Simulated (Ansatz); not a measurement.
A nudged elastic band was laid between two geometries of a periodic cell of 24 atoms, Ge$_{8}$H$_{3}$N (surface Ge(111), partly H-covered, underside capped with H, adsorbate N2).

Level of theory: DFT PBEsol, scalar-relativistic, plane waves, PAW (Ansatz). Settings: PAW set soft_1, cutoff 420 eV, k mesh 2x2x1, gaussian smearing 0.05 eV, no spin polarisation.

```json
{
  "movable images": "7",
  "climbing image": "yes",
  "spring": "2.0 eV/Å²",
  "optimiser": "quadratic models (default)",
  "start path": "IDPP",
  "force threshold": "0.03 eV/Å",
  "iteration limit": "42",
  "end points": "relaxed",
  "atoms held": "1 to 8"
}
```

Initial state:

```xyz
24
Lattice="8.0044 0.0000 0.0000 4.0022 6.9321 0.0000 0.0000 0.0000 18.1748" Properties=species:S:1:pos:R:3
H 2.001 1.155 1.000
H 6.003 1.155 1.000
H 4.002 4.621 1.000
H 8.004 4.621 1.000
Ge 2.001 1.155 2.550
Ge 6.003 1.155 2.550
Ge 4.002 4.621 2.550
Ge 8.004 4.621 2.550
Ge -0.005 2.308 3.358
Ge 3.996 2.315 3.305
Ge 1.971 5.794 3.402
Ge 5.991 5.778 3.339
Ge 0.083 2.132 5.782
Ge 4.117 2.279 5.728
Ge 2.340 5.711 5.878
Ge 5.978 5.763 5.782
Ge 0.143 0.003 7.110
Ge 4.167 -0.143 5.880
Ge 2.054 3.361 6.515
Ge 6.122 3.426 6.507
H 2.120 3.330 8.068
H 6.014 3.421 8.057
N 4.869 0.484 10.121
N 4.329 0.227 9.197
```

Final state:

```xyz
24
Lattice="8.0044 0.0000 0.0000 4.0022 6.9321 0.0000 0.0000 0.0000 18.1748" Properties=species:S:1:pos:R:3
H 2.001 1.155 1.000
H 6.003 1.155 1.000
H 4.002 4.621 1.000
H 8.004 4.621 1.000
Ge 2.001 1.155 2.550
Ge 6.003 1.155 2.550
Ge 4.002 4.621 2.550
Ge 8.004 4.621 2.550
Ge -0.006 2.314 3.305
Ge 3.997 2.309 3.359
Ge 1.989 5.777 3.340
Ge 5.974 5.793 3.401
Ge 0.113 2.279 5.728
Ge 4.083 2.131 5.782
Ge 1.974 5.764 5.783
Ge 6.341 5.711 5.877
Ge 0.164 -0.144 5.872
Ge 4.142 0.003 7.112
Ge 2.118 3.427 6.506
Ge 6.054 3.360 6.515
H 2.010 3.421 8.056
H 6.123 3.328 8.067
N 8.751 0.575 10.134
N 8.278 0.261 9.192
```

What changes between the two ends?

The atom that moves furthest is N24, by 3.95 Å; four of its nearest neighbours are N23 1.10, Ge18 3.34, H22 3.79, H21 3.97 Å at the first end and N23 1.10, Ge17 3.35, H21 3.78, H22 3.91 Å at the last.

Give the energies along the band, and the barrier.

The run converged. The highest image is number 4 of 0 to 8, 0.41 eV above the ends, which have the same energy within 2 meV. By the program's own check the climbing image is of a kind that is not told: the force calls were inconclusive, a negative curvature could not be distinguished from the path's own, the only one lies far off the path, or fixed occupations may fill a level only in part (lowest curvatures found: -2.13 and 0.09 eV/Å²). Limits of this set-up: coarse k mesh, thin slab, slab without dipole correction, no dispersion correction for a molecule that may bind weakly, PAW files made for another functional, a typed lattice constant that wasn't relaxed here.

| image | path coordinate (Å) | energy (eV) |
| --- | --- | --- |
| 0 | 0.00 | 0.00 |
| 1 | 0.79 | 0.00 |
| 2 | 1.58 | 0.01 |
| 3 | 2.38 | 0.12 |
| 4 | 3.17 | 0.41 |
| 5 | 4.31 | 0.03 |
| 6 | 5.46 | 0.00 |
| 7 | 6.60 | 0.00 |
| 8 | 7.74 | 0.00 |

What is the geometry of the highest image?


```xyz
24
Lattice="8.0044 0.0000 0.0000 4.0022 6.9321 0.0000 0.0000 0.0000 18.1748" Properties=species:S:1:pos:R:3
H 2.001 1.155 1.000
H 6.003 1.155 1.000
H 4.002 4.621 1.000
H 8.004 4.621 1.000
Ge 2.001 1.155 2.550
Ge 6.003 1.155 2.550
Ge 4.002 4.621 2.550
Ge 8.004 4.621 2.550
Ge 0.000 2.306 3.362
Ge 4.002 2.306 3.362
Ge 2.001 5.791 3.388
Ge 6.004 5.771 3.362
Ge 0.005 2.242 5.792
Ge 3.995 2.242 5.792
Ge 1.999 5.856 5.839
Ge 6.002 5.809 5.778
Ge 0.024 -0.021 6.864
Ge 3.976 -0.020 6.865
Ge 2.000 3.489 6.534
Ge 6.002 3.467 6.532
H 2.001 3.446 8.087
H 6.001 3.466 8.084
N 5.996 0.399 10.336
N 5.999 0.517 9.240
```

Time of the run: 23 min on 4 threads of Intel(R) Xeon(R) Platinum 8175M CPU @ 2.50GHz (Skylake/Cascade Lake) (shared host), peak memory 5.1 GiB.
